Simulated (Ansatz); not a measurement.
Ansatz (a program for electronic structure) input (HF/3-21G): The .json file is the Basis Set Exchange's 3-21G.

Ansatz 0.2 input:
```yaml
crystal:
  periodic: [false, false, false]
  atoms:
    - {symbol: C, position_ang: [-2.28775078, -0.24574389, -0.06962581]}
    - {symbol: C, position_ang: [-0.85967504, 0.31816724, -0.17480124]}
    - {symbol: C, position_ang: [0.19294328, -0.70536424, 0.26877437]}
    - {symbol: C, position_ang: [1.59637615, -0.16389889, 0.17001766]}
    - {symbol: O, position_ang: [1.87185129, 0.94916246, -0.21390113]}
    - {symbol: H, position_ang: [-2.40323690, -1.12405791, -0.69619863]}
    - {symbol: H, position_ang: [-3.01517794, 0.49246100, -0.38734568]}
    - {symbol: H, position_ang: [-2.51756205, -0.52696949, 0.95285403]}
    - {symbol: H, position_ang: [-0.76623248, 1.20758869, 0.43617953]}
    - {symbol: H, position_ang: [-0.65313312, 0.61690224, -1.19519204]}
    - {symbol: H, position_ang: [0.02002240, -1.01381438, 1.29776109]}
    - {symbol: H, position_ang: [0.13345712, -1.60625235, -0.33844784]}
    - {symbol: H, position_ang: [2.37569101, -0.85811877, 0.47540872]}
basis:
  gaussian:
    orbitals: 3-21G.json
hamiltonian:
  xc: {name: HF}
phonons: {temperatures: {t_min: 298.15, t_max: 298.15, t_step: 100}}
```

Output:

```
Functional definition: HF
integrals: 0.02 GiB planned
818 factors; integrals over basis functions are off by at most 5.9e-4 eV
mean field: 0.15 GiB planned
mean field evaluation 1: about -6246.8477 eV, gradient 3.7e1 eV
mean field evaluation 2: about -6247.1257 eV, gradient 3.7e1 eV
mean field evaluation 4: about -6250.3090 eV, gradient 3.6e0 eV
mean field evaluation 8: about -6250.3739 eV, gradient 1.6e-1 eV
mean field -6250.37407219 eV, -229.6970104974 hartree, gradient 4.6e-5 eV, S^2 0.000000; 0 other end points of the search recorded, 0 dependent functions left out
the calculation of the forces begins
reference -6250.37407219 eV, -229.6970104974 hartree; 20, 20 occupied and 41, 41 virtual orbitals, 818 factors
these checks for a lower state are left out or cut short: stability, starts, cluster_reference, orbital_swaps, neighbouring_geometries, increment
integrals: 0.02 GiB planned
818 factors; integrals over basis functions are off by at most 5.9e-4 eV
mean field: 0.15 GiB planned
mean field evaluation 16: about -6250.3726 eV, gradient 6.9e-1 eV
mean field -6250.37388194 eV, -229.6970035059 hartree, gradient 2.0e-6 eV, S^2 0.000000; 0 other end points of the search recorded, 0 dependent functions left out
the calculation of the forces begins
reference -6250.37388194 eV, -229.6970035059 hartree; 20, 20 occupied and 41, 41 virtual orbitals, 818 factors
these checks for a lower state are left out or cut short: stability, starts, cluster_reference, orbital_swaps, neighbouring_geometries, increment
integrals: 0.02 GiB planned
818 factors; integrals over basis functions are off by at most 5.9e-4 eV
mean field: 0.15 GiB planned
mean field evaluation 32: about -6250.3739 eV, gradient 2.0e-6 eV
mean field -6250.37388286 eV, -229.6970035394 hartree, gradient 2.0e-6 eV, S^2 0.000000; 0 other end points of the search recorded, 0 dependent functions left out
the calculation of the forces begins
reference -6250.37388286 eV, -229.6970035394 hartree; 20, 20 occupied and 41, 41 virtual orbitals, 818 factors
these checks for a lower state are left out or cut short: stability, starts, cluster_reference, orbital_swaps, neighbouring_geometries, increment
integrals: 0.02 GiB planned
818 factors; integrals over basis functions are off by at most 5.9e-4 eV
mean field: 0.15 GiB planned
mean field -6250.37389645 eV, -229.6970040388 hartree, gradient 2.0e-6 eV, S^2 0.000000; 0 other end points of the search recorded, 0 dependent functions left out
the calculation of the forces begins
reference -6250.37389645 eV, -229.6970040388 hartree; 20, 20 occupied and 41, 41 virtual orbitals, 818 factors
these checks for a lower state are left out or cut short: stability, starts, cluster_reference, orbital_swaps, neighbouring_geometries, increment
integrals: 0.02 GiB planned
818 factors; integrals over basis functions are off by at most 5.9e-4 eV
mean field: 0.15 GiB planned
mean field -6250.37389589 eV, -229.6970040185 hartree, gradient 2.0e-6 eV, S^2 0.000000; 0 other end points of the search recorded, 0 dependent functions left out
the calculation of the forces begins
reference -6250.37389589 eV, -229.6970040185 hartree; 20, 20 occupied and 41, 41 virtual orbitals, 818 factors
these checks for a lower state are left out or cut short: stability, starts, cluster_reference, orbital_swaps, neighbouring_geometries, increment
integrals: 0.02 GiB planned
818 factors; integrals over basis functions are off by at most 5.9e-4 eV
mean field: 0.15 GiB planned
mean field -6250.37389449 eV, -229.6970039670 hartree, gradient 2.0e-6 eV, S^2 0.000000; 0 other end points of the search recorded, 0 dependent functions left out
the calculation of the forces begins
reference -6250.37389449 eV, -229.6970039670 hartree; 20, 20 occupied and 41, 41 virtual orbitals, 818 factors
these checks for a lower state are left out or cut short: stability, starts, cluster_reference, orbital_swaps, neighbouring_geometries, increment
integrals: 0.02 GiB planned
818 factors; integrals over basis functions are off by at most 5.9e-4 eV
mean field: 0.15 GiB planned
mean field evaluation 64: about -6250.3726 eV, gradient 6.9e-1 eV
mean field -6250.37389437 eV, -229.6970039624 hartree, gradient 2.0e-6 eV, S^2 0.000000; 0 other end points of the search recorded, 0 dependent functions left out
the calculation of the forces begins
reference -6250.37389437 eV, -229.6970039624 hartree; 20, 20 occupied and 41, 41 virtual orbitals, 818 factors
these checks for a lower state are left out or cut short: stability, starts, cluster_reference, orbital_swaps, neighbouring_geometries, increment
integrals: 0.02 GiB planned
818 factors; integrals over basis functions are off by at most 5.9e-4 eV
mean field: 0.15 GiB planned
[...]
mean field: 0.15 GiB planned
mean field -6250.37402276 eV, -229.6970086806 hartree, gradient 2.0e-6 eV, S^2 0.000000; 0 other end points of the search recorded, 0 dependent functions left out
the calculation of the forces begins
reference -6250.37402276 eV, -229.6970086806 hartree; 20, 20 occupied and 41, 41 virtual orbitals, 818 factors
these checks for a lower state are left out or cut short: stability, starts, cluster_reference, orbital_swaps, neighbouring_geometries, increment
integrals: 0.02 GiB planned
818 factors; integrals over basis functions are off by at most 5.9e-4 eV
mean field: 0.15 GiB planned
mean field -6250.37402242 eV, -229.6970086682 hartree, gradient 2.0e-6 eV, S^2 0.000000; 0 other end points of the search recorded, 0 dependent functions left out
the calculation of the forces begins
reference -6250.37402242 eV, -229.6970086682 hartree; 20, 20 occupied and 41, 41 virtual orbitals, 818 factors
these checks for a lower state are left out or cut short: stability, starts, cluster_reference, orbital_swaps, neighbouring_geometries, increment
integrals: 0.02 GiB planned
818 factors; integrals over basis functions are off by at most 5.9e-4 eV
mean field: 0.15 GiB planned
mean field evaluation 352: about -6250.3740 eV, gradient 9.7e-4 eV
mean field -6250.37404973 eV, -229.6970096718 hartree, gradient 2.0e-6 eV, S^2 0.000000; 0 other end points of the search recorded, 0 dependent functions left out
the calculation of the forces begins
reference -6250.37404973 eV, -229.6970096718 hartree; 20, 20 occupied and 41, 41 virtual orbitals, 818 factors
these checks for a lower state are left out or cut short: stability, starts, cluster_reference, orbital_swaps, neighbouring_geometries, increment
integrals: 0.02 GiB planned
818 factors; integrals over basis functions are off by at most 5.9e-4 eV
mean field: 0.15 GiB planned
mean field -6250.37405010 eV, -229.6970096854 hartree, gradient 2.0e-6 eV, S^2 0.000000; 0 other end points of the search recorded, 0 dependent functions left out
the calculation of the forces begins
reference -6250.37405010 eV, -229.6970096854 hartree; 20, 20 occupied and 41, 41 virtual orbitals, 818 factors
these checks for a lower state are left out or cut short: stability, starts, cluster_reference, orbital_swaps, neighbouring_geometries, increment
integrals: 0.02 GiB planned
818 factors; integrals over basis functions are off by at most 5.9e-4 eV
mean field: 0.15 GiB planned
mean field -6250.37404764 eV, -229.6970095949 hartree, gradient 2.0e-6 eV, S^2 0.000000; 0 other end points of the search recorded, 0 dependent functions left out
the calculation of the forces begins
reference -6250.37404764 eV, -229.6970095949 hartree; 20, 20 occupied and 41, 41 virtual orbitals, 818 factors
these checks for a lower state are left out or cut short: stability, starts, cluster_reference, orbital_swaps, neighbouring_geometries, increment
integrals: 0.02 GiB planned
818 factors; integrals over basis functions are off by at most 5.9e-4 eV
mean field: 0.15 GiB planned
mean field evaluation 384: about -6250.3740 eV, gradient 2.0e-6 eV
mean field -6250.37404763 eV, -229.6970095948 hartree, gradient 2.0e-6 eV, S^2 0.000000; 0 other end points of the search recorded, 0 dependent functions left out
the calculation of the forces begins
reference -6250.37404763 eV, -229.6970095948 hartree; 20, 20 occupied and 41, 41 virtual orbitals, 818 factors
these checks for a lower state are left out or cut short: stability, starts, cluster_reference, orbital_swaps, neighbouring_geometries, increment
integrals: 0.02 GiB planned
818 factors; integrals over basis functions are off by at most 5.9e-4 eV
mean field: 0.15 GiB planned
mean field -6250.37397196 eV, -229.6970068140 hartree, gradient 2.0e-6 eV, S^2 0.000000; 0 other end points of the search recorded, 0 dependent functions left out
the calculation of the forces begins
reference -6250.37397196 eV, -229.6970068140 hartree; 20, 20 occupied and 41, 41 virtual orbitals, 818 factors
these checks for a lower state are left out or cut short: stability, starts, cluster_reference, orbital_swaps, neighbouring_geometries, increment
integrals: 0.02 GiB planned
818 factors; integrals over basis functions are off by at most 5.9e-4 eV
mean field: 0.15 GiB planned
mean field -6250.37397132 eV, -229.6970067905 hartree, gradient 2.0e-6 eV, S^2 0.000000; 0 other end points of the search recorded, 0 dependent functions left out
the calculation of the forces begins
reference -6250.37397132 eV, -229.6970067905 hartree; 20, 20 occupied and 41, 41 virtual orbitals, 818 factors
these checks for a lower state are left out or cut short: stability, starts, cluster_reference, orbital_swaps, neighbouring_geometries, increment
integrals: 0.02 GiB planned
818 factors; integrals over basis functions are off by at most 5.9e-4 eV
mean field: 0.15 GiB planned
mean field -6250.37400874 eV, -229.6970081654 hartree, gradient 2.2e-6 eV, S^2 0.000000; 0 other end points of the search recorded, 0 dependent functions left out
the calculation of the forces begins
reference -6250.37400874 eV, -229.6970081654 hartree; 20, 20 occupied and 41, 41 virtual orbitals, 818 factors
these checks for a lower state are left out or cut short: stability, starts, cluster_reference, orbital_swaps, neighbouring_geometries, increment
integrals: 0.02 GiB planned
818 factors; integrals over basis functions are off by at most 5.9e-4 eV
mean field: 0.15 GiB planned
mean field evaluation 416: about -6250.3740 eV, gradient 2.2e-5 eV
mean field -6250.37400781 eV, -229.6970081312 hartree, gradient 2.0e-6 eV, S^2 0.000000; 0 other end points of the search recorded, 0 dependent functions left out
the calculation of the forces begins
reference -6250.37400781 eV, -229.6970081312 hartree; 20, 20 occupied and 41, 41 virtual orbitals, 818 factors
these checks for a lower state are left out or cut short: stability, starts, cluster_reference, orbital_swaps, neighbouring_geometries, increment
integrals: 0.02 GiB planned
818 factors; integrals over basis functions are off by at most 5.9e-4 eV
mean field: 0.15 GiB planned
mean field -6250.37403374 eV, -229.6970090841 hartree, gradient 2.0e-6 eV, S^2 0.000000; 0 other end points of the search recorded, 0 dependent functions left out
the calculation of the forces begins
reference -6250.37403374 eV, -229.6970090841 hartree; 20, 20 occupied and 41, 41 virtual orbitals, 818 factors
these checks for a lower state are left out or cut short: stability, starts, cluster_reference, orbital_swaps, neighbouring_geometries, increment
integrals: 0.02 GiB planned
818 factors; integrals over basis functions are off by at most 5.9e-4 eV
mean field: 0.15 GiB planned
mean field -6250.37403414 eV, -229.6970090991 hartree, gradient 2.0e-6 eV, S^2 0.000000; 0 other end points of the search recorded, 0 dependent functions left out
the calculation of the forces begins
reference -6250.37403414 eV, -229.6970090991 hartree; 20, 20 occupied and 41, 41 virtual orbitals, 818 factors
Total energy: -6250.37407219 eV, -229.6970104974 hartree
Atom 0 at    -2.287751    -0.245744    -0.069626 Å, force     0.000136    -0.000122     0.000054 eV/Å
Atom 1 at    -0.859675     0.318167    -0.174801 Å, force     0.000441     0.000013     0.000026 eV/Å
Atom 2 at     0.192943    -0.705364     0.268774 Å, force     0.000265    -0.000122     0.000063 eV/Å
Atom 3 at     1.596376    -0.163899     0.170018 Å, force    -0.000480    -0.000020    -0.000026 eV/Å
Atom 4 at     1.871851     0.949162    -0.213901 Å, force     0.000223    -0.000043     0.000031 eV/Å
Atom 5 at    -2.403237    -1.124058    -0.696199 Å, force    -0.000025    -0.000019    -0.000092 eV/Å
Atom 6 at    -3.015178     0.492461    -0.387346 Å, force     0.000134     0.000121    -0.000035 eV/Å
Atom 7 at    -2.517562    -0.526969     0.952854 Å, force    -0.000037     0.000043     0.000079 eV/Å
Atom 8 at    -0.766232     1.207589     0.436180 Å, force    -0.000187    -0.000027     0.000051 eV/Å
Atom 9 at    -0.653133     0.616902    -1.195192 Å, force    -0.000180    -0.000061    -0.000045 eV/Å
Atom 10 at     0.020022    -1.013814     1.297761 Å, force    -0.000083    -0.000011    -0.000050 eV/Å
Atom 11 at     0.133457    -1.606252    -0.338448 Å, force    -0.000089     0.000020     0.000035 eV/Å
Atom 12 at     2.375691    -0.858119     0.475409 Å, force    -0.000119     0.000227    -0.000091 eV/Å
Dipole moment:    -0.229983    -0.513023     0.169811 e Å
Vibrations: 84.60 189.13 221.88 258.13 376.91 737.35 750.47 881.52 909.73 1028.91 1064.42 1086.15 1227.51 1281.68 1394.91 1448.72 1466.77 1517.79 1556.24 1577.87 1618.54 1656.15 1673.70 1674.35 1917.96 3151.01 3188.62 3193.07 3211.68 3229.40 3238.31 3257.13 3275.06 cm⁻¹, zero-point energy 3.307011 eV
```

The blocks after the first are displaced geometries, from whose forces the wavenumbers follow.
